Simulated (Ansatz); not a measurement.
`CB1C=N1` + NH₃ → `NB1C=N1` + CH₄ at 500 K and 1 bar (ligand exchange at a B–C bond).

Calculated with Ansatz (gas phase, PBE0-D4/def2-TZVP geometries, no zero-point term in ΔE). CBS: MP2 limit from def2 TZ/QZ plus the TZ coupled-cluster correction, frozen cores. This one scheme is used for every species. Each species was taken in one conformer, which may not be the lowest.

```
  species  CCSD(T)/CBS energy (Eh)  H − E (kJ/mol)  S (J/(mol·K))
`CB1C=N1`               -157.97004           187.7          337.5
      NH₃                -56.50880           108.2          211.8
`NB1C=N1`               -174.04950           160.8          313.1
      CH₄                -40.46206           135.6          206.8
```

H − E and S are ideal-gas, rigid-rotor, harmonic terms from PBE0-D4/def2-TZVP, for one conformer and one mirror image of each species. 1 Eh = 2625.50 kJ/mol, R = 8.31446 J/(mol·K).

Question: By hand: ΔE, ΔH, ΔS and ΔG.

Answer: ΔE = (-174.04950) + (-40.46206) − (-157.97004) − (-56.50880) = -0.03272 Eh = -85.9 kJ/mol. Δ(H − E) = 160.8 + 135.6 − 187.7 − 108.2 = 0.5, so ΔH = -85.4 kJ/mol. ΔS = 313.1 + 206.8 − 337.5 − 211.8 = -29.4 J/(mol·K). ΔG = -85.4 − 500 × (-29.4)/1000 = -70.7 kJ/mol.

Question: By hand: the equilibrium constant, and the temperature at which ΔG would vanish if ΔH and ΔS stayed fixed.

Answer: log₁₀ K = −ΔG/(RT ln 10) = 7.4. ΔG = 0 at ΔH/ΔS = 2905 K, far beyond where these terms or the molecules hold.

ΔH outweighs TΔS. A doubt of 5 kJ/mol in ΔE shifts log₁₀ K by 0.5 here. Other conformers and mirror images would add mixing entropy, several J/(mol·K) or more a flexible species. Modes under 60 cm⁻¹, often nearly free rotors, make the harmonic entropy too high. These are equilibria of isolated gas molecules and say nothing of rates. Largest T1 diagnostic: 0.012 (customary marks: 0.02 for closed shells, 0.045 for open ones).
